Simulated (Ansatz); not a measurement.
Born–Oppenheimer molecular dynamics of FGeH$_{5}$ (7 atoms, charge 0, multiplicity 1). It starts at the highest image of a converged band. Of that band: Neighbouring images differ by up to 1.2 eV, so the band resolves the path poorly. A vibrational analysis at the climbing image gives one clearly imaginary mode, 1201i cm⁻¹: a first-order saddle point.

These are results of Ansatz 0.2.0, RKS B3LYP-D4/def2-SVP, not measurements.

* ensemble: NVE (velocity Verlet)
* time step: 0.5 fs
* steps asked: 200
* starting velocities drawn for: 300 K
* seed: 10873

Frames 0.5 fs apart, positions in Å, forces in eV/Å.

Velocities at 5 fs (Å/ps):

```
Ge -0.37 0.15 -0.68
F 0.32 -0.80 1.30
H -8.30 -2.54 16.77
H -7.04 -1.19 11.11
H 17.05 -16.11 1.07
H 9.50 13.03 -5.39
H 9.63 11.05 1.36
```

```xyz
7
Properties=species:S:1:pos:R:3:forces:R:3 time_fs=5 energy_less_start_eV=0.107 T=136
Ge -0.144 0.021 -0.104 0.50 1.04 0.10
F -0.193 -0.218 1.981 -0.31 0.04 0.22
H 1.388 0.051 0.269 -0.44 0.23 -0.33
H -0.608 1.335 -0.833 0.49 -0.46 -0.10
H -0.397 -1.315 -0.740 -0.35 -0.46 -0.39
H -1.790 0.229 0.670 0.23 -0.21 0.14
H -1.192 0.037 1.509 -0.12 -0.17 0.36
7
Properties=species:S:1:pos:R:3:forces:R:3 time_fs=5.5 energy_less_start_eV=0.110 T=130
Ge -0.144 0.021 -0.104 0.46 0.91 0.06
F -0.193 -0.218 1.982 -0.34 0.04 0.26
H 1.383 0.050 0.277 -0.40 0.25 -0.34
H -0.611 1.334 -0.828 0.50 -0.43 -0.15
H -0.389 -1.323 -0.740 -0.34 -0.35 -0.34
H -1.785 0.235 0.668 0.23 -0.23 0.14
H -1.187 0.043 1.510 -0.11 -0.19 0.38
7
Properties=species:S:1:pos:R:3:forces:R:3 time_fs=6 energy_less_start_eV=0.112 T=127
Ge -0.144 0.021 -0.104 0.40 0.75 0.00
F -0.193 -0.219 1.983 -0.36 0.04 0.30
H 1.378 0.050 0.284 -0.35 0.25 -0.34
H -0.612 1.332 -0.822 0.51 -0.39 -0.21
H -0.381 -1.333 -0.740 -0.33 -0.21 -0.29
H -1.779 0.241 0.666 0.22 -0.24 0.14
H -1.183 0.048 1.512 -0.09 -0.21 0.40
7
Properties=species:S:1:pos:R:3:forces:R:3 time_fs=6.5 energy_less_start_eV=0.113 T=126
Ge -0.144 0.021 -0.105 0.33 0.57 -0.06
F -0.193 -0.219 1.983 -0.38 0.05 0.35
H 1.371 0.050 0.291 -0.28 0.26 -0.34
H -0.613 1.329 -0.818 0.50 -0.33 -0.27
H -0.375 -1.343 -0.742 -0.32 -0.07 -0.23
H -1.773 0.246 0.664 0.20 -0.25 0.13
H -1.179 0.052 1.515 -0.06 -0.23 0.42
7
Properties=species:S:1:pos:R:3:forces:R:3 time_fs=7 energy_less_start_eV=0.113 T=126
Ge -0.144 0.021 -0.105 0.25 0.38 -0.13
F -0.193 -0.220 1.984 -0.40 0.05 0.41
H 1.364 0.051 0.296 -0.20 0.27 -0.33
H -0.612 1.325 -0.814 0.49 -0.26 -0.34
H -0.369 -1.353 -0.744 -0.30 0.08 -0.17
H -1.767 0.251 0.662 0.18 -0.26 0.12
H -1.175 0.056 1.519 -0.02 -0.25 0.44
7
Properties=species:S:1:pos:R:3:forces:R:3 time_fs=7.5 energy_less_start_eV=0.113 T=126
Ge -0.144 0.022 -0.105 0.16 0.18 -0.19
F -0.193 -0.220 1.985 -0.42 0.04 0.47
H 1.357 0.052 0.301 -0.12 0.27 -0.31
H -0.610 1.320 -0.811 0.47 -0.18 -0.41
H -0.364 -1.363 -0.746 -0.28 0.22 -0.11
H -1.760 0.255 0.661 0.16 -0.27 0.10
H -1.171 0.059 1.524 0.02 -0.27 0.46
7
Properties=species:S:1:pos:R:3:forces:R:3 time_fs=8 energy_less_start_eV=0.112 T=127
Ge -0.145 0.022 -0.106 0.07 -0.01 -0.26
F -0.193 -0.220 1.986 -0.43 0.04 0.54
H 1.349 0.054 0.305 -0.02 0.27 -0.29
H -0.607 1.315 -0.809 0.44 -0.09 -0.48
H -0.360 -1.372 -0.749 -0.27 0.35 -0.06
H -1.752 0.258 0.660 0.14 -0.27 0.08
H -1.167 0.061 1.530 0.07 -0.28 0.47
7
Properties=species:S:1:pos:R:3:forces:R:3 time_fs=8.5 energy_less_start_eV=0.111 T=129
Ge -0.145 0.022 -0.106 -0.04 -0.19 -0.33
F -0.193 -0.221 1.987 -0.45 0.03 0.61
H 1.341 0.057 0.308 0.08 0.26 -0.27
H -0.603 1.310 -0.808 0.42 -0.01 -0.55
H -0.356 -1.381 -0.752 -0.25 0.47 -0.01
H -1.744 0.261 0.659 0.12 -0.27 0.05
H -1.162 0.063 1.538 0.12 -0.30 0.49
7
Properties=species:S:1:pos:R:3:forces:R:3 time_fs=9 energy_less_start_eV=0.109 T=132
Ge -0.145 0.022 -0.106 -0.15 -0.35 -0.40
F -0.193 -0.221 1.988 -0.45 0.03 0.70
H 1.333 0.060 0.311 0.18 0.26 -0.24
H -0.598 1.305 -0.808 0.39 0.08 -0.61
H -0.353 -1.388 -0.755 -0.23 0.57 0.04
H -1.736 0.263 0.658 0.09 -0.27 0.02
H -1.158 0.065 1.546 0.17 -0.31 0.50
7
Properties=species:S:1:pos:R:3:forces:R:3 time_fs=9.5 energy_less_start_eV=0.105 T=139
Ge -0.145 0.022 -0.107 -0.26 -0.49 -0.48
F -0.194 -0.222 1.989 -0.46 0.01 0.79
H 1.326 0.064 0.313 0.28 0.25 -0.20
H -0.592 1.300 -0.810 0.36 0.16 -0.68
H -0.350 -1.394 -0.757 -0.21 0.65 0.07
H -1.728 0.264 0.658 0.07 -0.26 -0.02
H -1.153 0.065 1.556 0.22 -0.33 0.51
7
Properties=species:S:1:pos:R:3:forces:R:3 time_fs=10 energy_less_start_eV=0.097 T=151
Ge -0.145 0.022 -0.107 -0.37 -0.59 -0.55
F -0.194 -0.222 1.990 -0.45 0.00 0.90
H 1.319 0.069 0.315 0.36 0.24 -0.17
H -0.585 1.295 -0.813 0.33 0.23 -0.73
H -0.348 -1.399 -0.760 -0.20 0.71 0.10
H -1.720 0.265 0.657 0.05 -0.26 -0.06
H -1.147 0.065 1.567 0.26 -0.34 0.52
7
Properties=species:S:1:pos:R:3:forces:R:3 time_fs=10.5 energy_less_start_eV=0.085 T=169
Ge -0.145 0.023 -0.108 -0.48 -0.66 -0.64
F -0.194 -0.222 1.992 -0.43 -0.03 1.02
H 1.313 0.074 0.316 0.44 0.24 -0.13
H -0.578 1.291 -0.818 0.31 0.29 -0.78
H -0.347 -1.402 -0.762 -0.18 0.75 0.12
H -1.711 0.265 0.656 0.04 -0.25 -0.11
H -1.141 0.063 1.579 0.30 -0.34 0.52
```

Of the whole run (100 fs, mean temperature of the second half 2292 K): The conserved energy stayed within 0.12 meV per atom of its start (net change -0.015 meV per atom), so the integration is sound. The kinetic energy rose, since the run started high on the potential surface and went downhill. It ends in pieces (FH + GeH4), so much of that is their flight and rotation, not heat. A run of 0.1 ps of so small a system gives no equilibrium averages. The orbitals stay closed-shell, which can raise the energy where a bond breaks towards radicals; this wasn't checked here.

Time of the run: 5.5 min on 2 threads of Intel(R) Xeon(R) Platinum 8259CL CPU @ 2.50GHz (Skylake/Cascade Lake) (shared host), peak memory 0.16 GiB.
